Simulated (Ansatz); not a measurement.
Energy needed to pull apart CH$_{2}$F$_{2}$Si (SMILES C=[Si](F)F), singlet, into free ground-state atoms, from the structure below (displaced at random from a GFN2-xTB minimum); no zero-point or spin–orbit terms; open-shell atoms are treated unrestricted, in their ground-state multiplicity.

```xyz
6
angstrom
C -0.2972 1.0375 -0.0010
Si 0.1993 -0.6891 0.0197
F 1.3353 -1.4683 0.9982
F -0.1790 -2.0029 -0.8872
H -0.0282 1.8669 0.6332
H -1.0549 1.2900 -0.9064
```

Computed with Ansatz 0.2.0 (basis: def2-TZVPP); correlated methods freeze the cores.

```
   method  atomization energy (kcal/mol)
    SPW92                          638.4
   PBE-D4                          565.5
r2SCAN-D4                              ?
  PBE0-D4                          544.6
  wB97X-V                          548.9
  wB97M-V                          550.5
       HF                              ?
      MP2                          554.9
     CCSD                          523.6
  CCSD(T)                          535.0
```

Q: What does HF give? (To be estimated.)

A: Computed: 386.2 kcal/mol, which is about 148.8 kcal/mol less than CCSD(T)/def2-TZVPP.

Q: What does r2SCAN-D4 give? (An estimate is asked for; the value comes from the calculation.)

A: By the calculation: 552.3 kcal/mol, which is about 17.3 kcal/mol more than CCSD(T)/def2-TZVPP.

In triple zeta the MP2 and coupled-cluster atomization energies are still short of their basis limit by a few kcal/mol a bond, whereas those of the functionals are nearly converged, so these differences are not deviations from converged CCSD(T).

T1 diagnostic: at most 0.015. The restricted Hartree–Fock reference is unstable towards an unrestricted one here.

For scale, one of the runs: CCSD(T)/def2-TZVPP forces, 163 basis functions (an equivalent command: `ansatz run in.yaml --threads 4`). Hardware: 4 CPU threads, shared host. Wall time 100 s; peak host memory 2.4 GiB.
